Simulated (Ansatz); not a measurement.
`[CH3][Zn][S][Si](C)(C)C` and `C[Si](C)(C)F` differ in one atom or group.

Ansatz, PBE0-D4/def2-TZVP geometries, multiplicity 1. Each molecule was computed in one conformer, which needn't be the lowest.

Scalar relativity is left out up to krypton.

| property | `[CH3][Zn][S][Si](C)(C)C` |
| --- | --- |
| HOMO–LUMO gap (PBE/def2-TZVPP) / eV | 4.69 |
| HOMO–LUMO gap (ωB97M-V/def2-TZVPP) / eV | 10.17 |
| LUMO energy (PBE/def2-TZVPP) / eV | -1.00 |
| LUMO energy (B3LYP/def2-TZVPP) / eV | -0.48 |
| LUMO energy (PBE0/def2-TZVPP) / eV | -0.24 |
| size of the dipole moment (B3LYP/def2-TZVPP) / D | 1.56 |

(1) Give the same properties after the change, and the shifts. (An estimate is asked.)

Results:

(1) Ansatz gave: 
```csv
property,`C[Si](C)(C)F`,shift
HOMO–LUMO gap (PBE/def2-TZVPP) / eV,7.36,2.67
HOMO–LUMO gap (ωB97M-V/def2-TZVPP) / eV,13.12,2.95
LUMO energy (PBE/def2-TZVPP) / eV,0.16,1.16
LUMO energy (B3LYP/def2-TZVPP) / eV,0.58,1.06
LUMO energy (PBE0/def2-TZVPP) / eV,0.92,1.16
size of the dipole moment (B3LYP/def2-TZVPP) / D,1.78,0.22
```

With PBE0 the HOMO falls by 1.73 eV and the LUMO rises by 1.16 eV, so the gap widens by about 2.89 eV. PBE moves the HOMO by -1.51 eV and ωB97M-V by -1.83 eV. Dipoles are sizes alone; their direction can turn.

B3LYP here is the variant with VWN-RPA as its local correlation; programs differ in this.
